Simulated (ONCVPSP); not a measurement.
# Before and after: ONCV potential for As

As, optimised norm-conserving Vanderbilt (ONCV), made with ONCVPSP 4.0.1 (PBEsol, scalar-relativistic). Core [Ne], reference 3s2 3p6 3d10 4s2 4p1 (charge +2). Waves: 3s+4s: rc 0.85 bohr, ncon 4, nbas 8, qcut 15.6 1/bohr, 2 projectors; 3p+4p: rc 1.00 bohr, ncon 4, nbas 9, qcut 12 1/bohr, 3 projectors, debl 1.9 Ha; 3d: rc 1.10 bohr, ncon 4, nbas 9, qcut 15.7 1/bohr, 3 projectors, debl 1.6 Ha. Local part: polynomial inside 0.80 bohr (lpopt 5, dvloc0 0 Ha). Core correction: none.

In the d channel the program set the typed energies aside and used -2.277, 0.250, 1.850 Ha.

Change: p: ncon 3, nbas 8.

Cutoffs: the cutoffs (Ha) at which the residual kinetic energy of the hardest occupied pseudo-wave falls to 1 and 0.1 mHa per electron; they do not see the model core or the augmentation charge, which bear on the density cutoff. Errors are all-electron minus pseudo energies relative to the spin-unpolarised reference configuration.

Q: Predict the effect on cutoff, ghosts and configuration errors.

A: The potential gets neither clearly harder nor softer (94 Ha and 105 Ha → 94 Ha and 105 Ha); of the 4 tests that both files solve, the error grows in 4 and shrinks in 0 by more than 15 % and 0.3 meV (median size 1.1 → 2.4 meV); neither file shows a bound ghost.

| quantity | base | changed |
| --- | --- | --- |
| cutoff, loose | 94 Ha | 94 Ha |
| cutoff, tight | 105 Ha | 105 Ha |
| loose cutoff by channel | s 88 Ha, p 59 Ha, d 94 Ha | s 88 Ha, p 57 Ha, d 94 Ha |
| bound ghosts | none | none |
| GHOST(+) flags under 300 eV | none | none |
| error for 3s2 3p6 3d10 4s2 4p3, meV [ΔE -27.10 eV] | +1.3 | +2.7 |
| error for 3s2 3p6 3d10 4s2 4p2, meV [ΔE -17.94 eV] | +0.9 | +1.8 |
| error for 3s2 3p6 3d10 4s2 4p0, meV [ΔE 27.72 eV] | -1.6 | -3.1 |
| error for 3s2 3p6 3d10 4s1 4p3, meV [ΔE -7.83 eV] | +0.1 | +2.1 |
| s: phases at 0.86 bohr within 0.05 rad from the reference energy up to (Ha; the scan ends near 5) | to the end of the scan | to the end of the scan |
| p: phases at 1.02 bohr within 0.05 rad from the reference energy up to (Ha; the scan ends near 5) | to the end of the scan | to the end of the scan |
| d: phases at 1.12 bohr within 0.05 rad from the reference energy up to (Ha; the scan ends near 5) | to the end of the scan | to the end of the scan |
